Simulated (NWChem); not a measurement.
GaHBrF; SMILES [F][GaH][Br]

```xyz
4

Ga    -0.3602    -0.9114     0.0000
H     -1.7754    -1.5362     0.0000
F      1.0492    -1.9434     0.0000
Br     0.1137     1.3083     0.0000
```
Atoms are numbered in this order, from 1.

Results from NWChem. Coordinates come from a PBE0/def2-SVP optimisation. Level: PBE0/def2-SVPD; rows give the wavelength of the field.

```csv
field,isotropic polarisability (bohr³),anisotropy (bohr³)
static,48.6,20.5
1065 nm,49.2,21.0
589 nm,(withheld),(withheld)
```

Problem. Some entries are withheld; supply them.

Solution. 
- 589 nm, isotropic polarisability (bohr³): 50.5
- 589 nm, anisotropy (bohr³): 22.0
